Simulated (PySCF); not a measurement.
Computed structure and properties of [Bi(NCS)2]+

System: [Bi(NCS)2]+ (singlet); start: template (D∞h). Method: PySCF 2.14.0, RKS r2SCAN, Bi def2-SVP with ECP60, N def2-SVP, C def2-SVP, S def2-SVP; non-relativistic Hamiltonian with scalar-relativistic core potentials where named; density fitting; no spin-orbit coupling.

Input of the relaxation:

```python
mol = gto.M(atom='''
Bi     0.00000     0.00000     0.00000
N      0.00000     0.00000     2.19480
C      0.00000     0.00000     3.38480
S      0.00000     0.00000     4.99480
N      0.00000     0.00000    -2.19480
C      0.00000     0.00000    -3.38480
S      0.00000     0.00000    -4.99480''',
    basis={'Bi': 'def2-SVP', 'N': 'def2-SVP', 'C': 'def2-SVP', 'S': 'def2-SVP'},
    ecp={'Bi': 'def2-SVP'},
    charge=1, spin=0)
mf = dft.RKS(mol, xc='R2SCAN')
mf.grids.atom_grid = (50, 194)
mf = mf.density_fit()  # fitting sets: Bi def2-universal-JKFIT, N def2-universal-JKFIT, C def2-universal-JKFIT, S def2-universal-JKFIT
mf.conv_tol = 1e-08; mf.max_cycle = 55
mf.kernel(dm0)  # dm0: converged density of the start geometry
# quasi-Newton relaxation in Cartesian coordinates to a largest gradient under 0.00045 Eh/bohr, steps kept in the point group
```

Run from Python with OMP_NUM_THREADS=2; the lines above give its settings. Where DIIS fails, smearing, a level shift and second-order steps follow.
It took 53 s on 2 threads of Arm Neoverse V2 (shared host), from the converged density of the start.

Course of the relaxation:

```tsv
step	energy above end (eV)	largest force component within the symmetry (eV/Å)
0	0.1457	3.794
1	0.0169	1.375
2	0.0000	0.050
3	0.0000	0.016
```

Relaxed geometry (D∞h):

```xyz
7

Bi    0.0000    0.0000    0.0000
N     0.0000    0.0000    2.2236
C     0.0000    0.0000    3.4393
S     0.0000    0.0000    5.0069
N     0.0000    0.0000   -2.2236
C     0.0000    0.0000   -3.4393
S     0.0000    0.0000   -5.0069
```

```
     contact      Å
Bi1–N2 (NCS)  2.224
Bi1–N5 (NCS)  2.224
```

On the finer grid (75, 302):

```
HOMO                                                          : -10.95 eV
LUMO                                                          : -9.64 eV
Dipole about the centre of mass                               : 0.00 D
Set of Mulliken populations of Bi1 outside the core potential : s 3.98, p 7.64, d 10.20
D3(BJ) dispersion energy (not in the energies)                : -0.065 eV
```

```csv
atom,Mulliken (e),Löwdin (e),spin (e)
Bi1,1.18,1.01,0.00
N2,-0.29,-0.22,0.00
C3,0.06,-0.12,0.00
S4,0.14,0.34,0.00
N5,-0.29,-0.22,0.00
C6,0.06,-0.12,0.00
S7,0.14,0.34,0.00
```

No frequency check is given for this geometry.

Taking off one NCS (charge -1, singlet; the rest: singlet) in vacuum, both parts rigid, costs 12.43 eV; the small basis without counterpoise inflates it. Most of it is the attraction of opposite charges; other ways to part are cheaper, and one spin state was tried for the rest.

Rigid scan of NCS along the line from its metal:

distance to N2 (Å), energy (eV) and a bar:
```
     1.92      0.852 ###############
     2.02      0.321 ######
     2.12      0.069 #
     2.22      0.000 
     2.32      0.051 #
     2.42      0.175 ###
     2.62      0.525 ##########
     2.92      1.078 ####################
     3.32      1.650 ##############################
```

One start shape was tried, so this needn't be the lowest isomer.
